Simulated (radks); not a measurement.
The numbers below are computed, except where a source is named.
Q: Radial electron density D(r) = 4 pi r^2 rho(r) of an atom or ion with 1 electrons. Level of theory: non-relativistic Kohn-Sham, PBE, spin-polarised, spherical densities, point nucleus (a radial shooting solver on a logarithmic mesh with Libxc functionals).

| r (bohr) | D(r) (e/bohr) |
|---|---|
| 0.02312 | 0.1115 |
| 0.02691 | 0.1465 |
| 0.03133 | 0.1916 |
| 0.03648 | 0.2492 |
| 0.04246 | 0.3218 |
| 0.04943 | 0.4122 |
| 0.05755 | 0.5233 |
| 0.067 | 0.6572 |
| 0.07799 | 0.8152 |
| 0.0908 | 0.9966 |
| 0.1057 | 1.198 |
| 0.1231 | 1.412 |
| 0.1433 | 1.628 |
| 0.1668 | 1.827 |
| 0.1942 | 1.990 |
| 0.226 | 2.091 |
| 0.2631 | 2.110 |
| 0.3063 | 2.030 |
| 0.3566 | 1.850 |
| 0.4151 | 1.581 |
| 0.4833 | 1.256 |
| 0.5626 | 0.9174 |
| 0.655 | 0.6075 |
| 0.7625 | 0.3592 |
| 0.8877 | 0.1861 |
| 1.033 | 0.08258 |
| 1.203 | 0.03059 |
| 1.401 | 0.009183 |

What is the nuclear charge?

A: Z = 4. The innermost maximum, from 1s, lies near 1/Z = 0.25 bohr (found: 0.251), and its height grows with Z. The density is that of the beryllium ion Be3+ in 1s(up 0.5, down 0.5); the configuration itself is not fixed sharply by these data. D(r) has 1 maximum, at r = 0.251 bohr.
